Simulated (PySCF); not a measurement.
PySCF 2.14 output of an unrestricted PBE calculation on a single atom or ion in aug-cc-pwCVTZ (10s9p7d4f3g, 127 functions), with no relativity, point nucleus:

```
SCF conv_tol = 1e-09
number electrons alpha = 10  beta = 9
    J. P. Perdew, K. Burke, and M. Ernzerhof.,  Phys. Rev. Lett. 77, 3865 (1996)
    J. P. Perdew, K. Burke, and M. Ernzerhof.,  Phys. Rev. Lett. 78, 1396 (1997)
    J. P. Perdew, K. Burke, and M. Ernzerhof.,  Phys. Rev. Lett. 77, 3865 (1996)
    J. P. Perdew, K. Burke, and M. Ernzerhof.,  Phys. Rev. Lett. 78, 1396 (1997)
cycle= 1 E= -847.337202248389  delta_E= -0.0102  |g|= 0.0263  |ddm|= 1.24
cycle= 2 E= -847.337298027331  delta_E= -9.58e-05  |g|= 0.00856  |ddm|= 0.24
cycle= 3 E= -847.337311078741  delta_E= -1.31e-05  |g|= 0.00278  |ddm|= 0.0883
cycle= 4 E= -847.337312048467  delta_E= -9.7e-07  |g|= 5.62e-05  |ddm|= 0.0177
cycle= 5 E= -847.337312049124  delta_E= -6.57e-10  |g|= 7.09e-06  |ddm|= 0.000232
converged SCF energy = -847.337312049124  <S^2> = 0.75050258  2S+1 = 2.0005025
```

The run itself started from symmetry-adapted Hartree-Fock orbitals and held the occupation by maximum overlap, on a logarithmic radial grid, so the iterations belong to that start.

Task: Which element, charge and spin multiplicity is this?

Result: Ti³⁺ (titanium, charge +3), multiplicity 2; the state was [Ar] 3d1, 2D determinant.
